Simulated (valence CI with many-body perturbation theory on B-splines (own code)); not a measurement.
# Tc¹²⁺ in three bases

Computed by valence CI with perturbative core correlation (CI+MBPT): three valence electrons over a frozen Dirac-Fock core [Ar] 3d10, a basis of 9 s, 9 p, 8 d, 6 f, 3 g, 1 h functions for each j, with the one-electron correlation potential Σ1 (screened to all orders), the two-electron term Σ2, the three-electron term Σ3, Breit, model QED; selected single and double excitations, second order for the rest, scaled by the run's own slope (own B-spline code, finite nucleus).

No measured spectrum was set against this ion. As an estimate, levels hold to about 250 cm⁻¹ or 0.2 % of their energy and the worst to 1 %, as in measured heavy ions of charge 2 to 7; those with d or f electrons hold less well.

The reference run has the lowest level 4s²4p ²P°_1/2 and an ionisation energy of 262.895 eV. Its largest variational space holds 9570 state functions.

Names give the largest LS component (configuration and term), which can be under half, so a name can repeat, a term be missing and a line seem to break the LS rules; names also repeat where a configuration has a term twice. Letters in brackets count levels of one name in rising energy.

Changed runs:
A. basis 6 s, 6 p, 5 d, 3 f, 1 g
B. basis 5 s, 5 p, 4 d, 2 f

Excitation energies of the reference run in cm⁻¹, and shifts in cm⁻¹:

```csv
Level,Reference,A,B
4s²4p ²P°_3/2,33562,-4.7,-8.4
4s4p² ⁴P_1/2,213317,-108,-313
4s4p² ⁴P_3/2,230045,-123,-359
4s4p² ⁴P_5/2,244446,-107,-305
4s4p² ²D_3/2,284431,+27,+132
4s4p² ²D_5/2,293185,+5.3,+66
4s4p² ²P_1/2,319681,+135,+469
4s4p² ²S_1/2,353059,+142,+502
4s4p² ²P_3/2,359973,+114,+402
4s²4d ²D_3/2,458462,+158,+708
4s²4d ²D_5/2,463667,+155,+701
4p³ ⁴S°_3/2 [a],531590,-45,-127
Ionisation energy (eV),262.895,-0.015,-0.046
```
